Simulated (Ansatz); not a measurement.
One geometry of Li₇⁻, several levels of theory.

```yaml
crystal:
  periodic: [false, false, false]
  atoms:
    - {symbol: Li, position_ang: [0.737509, -0.187054, -2.348584]}
    - {symbol: Li, position_ang: [-1.164512, -1.181896, 1.828111]}
    - {symbol: Li, position_ang: [1.144348, 2.100835, -0.609943]}
    - {symbol: Li, position_ang: [-0.031989, 1.486413, 1.970875]}
    - {symbol: Li, position_ang: [-0.685234, -2.217974, -0.840308]}
    - {symbol: Li, position_ang: [-1.509734, 0.667988, -0.528606]}
    - {symbol: Li, position_ang: [1.509613, -0.668312, 0.528465]}
basis:
  gaussian: {orbitals: def2-TZVPD, initial_orbitals: start.molden}
total_charge: -1
hamiltonian: {xc: lda}
scf: {omitted_lower_state_checks: [starts]}
output: {orbitals: {seedname: orbitals}}
```

The file start.molden holds the orbitals of an earlier run on this structure, at another level or in another basis.

```sh
$ ansatz run in.yaml --threads 4 --pin off --events-out ev --progress --plain --max-ram 3916MiB
```

It prints (some lines left out):

```
Functional definition: SPW92
1155 factors; their error is unknown
mean field evaluation 1: about -1406.6220 eV, gradient 1.7e1 eV
mean field evaluation 2: about -1406.8906 eV, gradient 2.3e-1 eV
mean field evaluation 4: about -1406.8908 eV, gradient 1.9e-3 eV
mean field -1406.89084738 eV, -51.7022850163 hartree, gradient 1.8e-5 eV, S^2 0.000000; 0 other end points of the search recorded, 0 dependent functions left out
reference -1406.89088509 eV, -51.7022864023 hartree; 11, 11 occupied and 108, 108 virtual orbitals, 1155 factors
Total energy: -1406.89088509 eV, -51.7022864023 hartree
Checks for a lower state left out: starts
```

Hardware: 4 threads of Arm Neoverse V2 on a shared host. Wall time 0.55 s.

As the first input, with `hamiltonian: {xc: {name: LC-wPBE}}` (abridged; 1.4 s):

```
Functional definition: LC-wPBE
mean field -1429.50452912 eV, -52.5333224924 hartree, gradient 1.6e-5 eV, S^2 0.000000
Total energy: -1429.50452913 eV, -52.5333224925 hartree
Checks for a lower state left out: starts
```

The first input with `hamiltonian: {xc: {name: B3LYP}}` (abridged; 1.1 s):

```
Functional definition: B3LYP
mean field -1433.64164297 eV, -52.6853586220 hartree, gradient 2.4e-5 eV, S^2 0.000000
Total energy: -1433.64184571 eV, -52.6853660724 hartree
Checks for a lower state left out: starts
```

The first input with `hamiltonian: {xc: {name: PBE-QIDH}}` and without the key `output` (abridged; 1.6 s):

```
Functional definition: PBE-QIDH
mean field -1426.04233960 eV, -52.4060893741 hartree, gradient 2.6e-6 eV, S^2 0.000000; unrestricted orbitals would lower it
second order -10.42773581 eV of doubles, -0.00000000 eV of singles
Total energy: -1429.51826383 eV, -52.5338272334 hartree
Checks for a lower state left out: starts
```

First input, but with `gaussian: {orbitals: 6-31G}`, `hamiltonian: {xc: hf}` (abridged; 0.15 s):

```
Functional definition: HF
mean field -1417.59542962 eV, -52.0956711578 hartree, gradient 6.3e-5 eV, S^2 0.000000
Total energy: -1417.59542962 eV, -52.0956711578 hartree
Checks for a lower state left out: starts
```

The first input with `hamiltonian: {xc: hse06}` (abridged; 1.1 s):

```
Functional definition: HSE06
mean field -1429.07307723 eV, -52.5174669276 hartree, gradient 6.2e-5 eV, S^2 0.000000
Total energy: -1429.07311809 eV, -52.5174684291 hartree
Checks for a lower state left out: starts
```

First input, but with `hamiltonian: {xc: pbe}`, `correlation: {method: rpa}` and without the key `output` (abridged; 2.1 s):

```
Functional definition: PBE
mean field -1428.59736614 eV, -52.4999848676 hartree, gradient 1.7e-6 eV, S^2 0.000000
Total energy: -1436.73490870 eV, -52.7990340407 hartree
Checks for a lower state left out: starts
```

Geometry: PBE/def2-TZVPD.

LC-ωPBE has ω = 0.4 bohr⁻¹. B3LYP takes the VWN-RPA correlation. HSE06 is defined as in plane-wave codes, on full-range PBE exchange. Correlated methods freeze no core orbitals; core or outer-core shells of Li are correlated, in sets that lack core-valence functions. The restricted singlet is unstable towards broken spin symmetry in Hartree–Fock (as tested in another run); at LDA (SPW92)/def2-TZVPD, LC-ωPBE/def2-TZVPD, B3LYP/def2-TZVPD, HF/6-31G and others this wasn't settled. At LDA (SPW92)/def2-TZVPD, B3LYP/def2-TZVPD, HSE06/def2-TZVPD the highest occupied level of the charge -1 singlet lies above zero (up to 0.28 eV). By energy differences its removal costs 1.01 eV (vertical, to the charge 0 doublet, at PBE0/def2-TZVPD). At PBE-QIDH/def2-TZVPD the restricted singlet (for correlated methods, its reference) is unstable: a solution with broken spin symmetry lies lower. The structure comes from a short search, and lower isomers may exist.
